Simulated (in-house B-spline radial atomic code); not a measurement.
The numbers below are computed, except where a source is named.
## Weak and strong correlation along the adiabatic connection

Two-electron singlets in several external potentials (atomic units), by full CI in B-splines with partial waves to l = 8 (correlation energies up to 0.6 % small). The repulsion is scaled by λ at fixed density; W(λ) is the mean repulsion less the Hartree energy, W(0) = E_x, and the area under W from 0 to 1 is E_xc.

Relative drop (W(λ) − E_x)/E_x:

| system | λ = 0.12 | λ = 0.25 | λ = 0.4 | λ = 0.6 | λ = 0.8 | λ = 1 |
| --- | --- | --- | --- | --- | --- | --- |
| −V exp(−r²/w²), V = 0.377, w = 8.62 | 0.0566 | 0.1021 | 0.1409 | 0.1780 | 0.2048 | 0.2250 |
| ω²r²/2 − Z/r, ω = 0.101, Z = 0.3 | 0.0407 | 0.0762 | 0.1088 | 0.1426 | 0.1687 | 0.1895 |
| ω²r²/2 − Z/r, ω = 0.458, Z = -0.5 | 0.0282 | 0.0548 | 0.0813 | 0.1107 | 0.1350 | 0.1552 |
| −Z exp(−kr)/r, Z = 8.32, k = 1.01 | 0.0023 | 0.0047 | 0.0075 | 0.0111 | 0.0147 | 0.0182 |
| ω²r²/2 − Z/r, ω = 0.565, Z = 1.5 | 0.0116 | 0.0235 | 0.0363 | 0.0520 | 0.0665 | 0.0797 |
| −Z/r, Z = 2.7 | 0.0077 | 0.0156 | 0.0244 | 0.0356 | 0.0461 | 0.0561 |
| −V exp(−r²/w²), V = 3.01, w = 2.17 | 0.0165 | 0.0329 | 0.0502 | 0.0708 | 0.0890 | 0.1052 |

(1) Order the systems by how far second-order (GL2) theory, half the initial slope (estimated from the first points of each curve), overshoots the correlation energy, least first.
A. ω²r²/2 − Z/r, ω = 0.565, Z = 1.5
B. −Z exp(−kr)/r, Z = 8.32, k = 1.01
C. ω²r²/2 − Z/r, ω = 0.458, Z = -0.5
D. −V exp(−r²/w²), V = 0.377, w = 8.62
E. ω²r²/2 − Z/r, ω = 0.101, Z = 0.3
F. −V exp(−r²/w²), V = 3.01, w = 2.17
G. −Z/r, Z = 2.7

(2) What else changes along this order?

Results:

(1) B (GL2/E_c = 1.03), G (GL2/E_c = 1.10), A (GL2/E_c = 1.16), F (GL2/E_c = 1.23), C (GL2/E_c = 1.39), E (GL2/E_c = 1.62), D (GL2/E_c = 1.87).

(2) The ratio follows the bend of the curve. With it the leading natural occupation goes from 1.999 to 1.800 and −T_c/E_c from 0.97 to 0.54 between the first and the last.
